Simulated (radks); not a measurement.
C III, configuration [He] 2s2.

Method: non-relativistic Kohn-Sham, exchange-only LDA, spin-polarised, spherical densities, point nucleus; computed with a radial shooting solver on a logarithmic mesh with Libxc functionals.

Energy parts (eV):
total: -975.681
kinetic: 975.681
electron-nucleus: -2174.982
Hartree: 324.950
exchange: -101.330

Orbitals (lengths in bohr, moments of r in powers of bohr; r(90%) holds 90 % of the orbital's charge):
1s: occ. 2; eigenvalue (eV) -303.5516; <r^2> 0.1005; r(90%) 0.489; <1/r> 5.607
2s: occ. 2; eigenvalue (eV) -38.7017; <r^2> 2.233; r(90%) 2.14; <1/r> 1.054
2p: occ. 0; eigenvalue (eV) -30.3957; <r^2> 2.172; r(90%) 2.18; <1/r> 0.9722
3s: occ. 0; eigenvalue (eV) -11.1839; <r^2> 16.60; r(90%) 5.60; <1/r> 0.3731
3d: occ. 0; eigenvalue (eV) -7.5944; <r^2> 17.96; r(90%) 6.09; <1/r> 0.3072

The highest occupied level is 2s at -38.702 eV. The density falls to 0.001 e/bohr^3 at r = 2.82 bohr. Summed over all electrons, <r^2> = 4.667 bohr^2, which gives a Langevin (diamagnetic) susceptibility term of -3.7 x 10^-6 cm^3/mol.
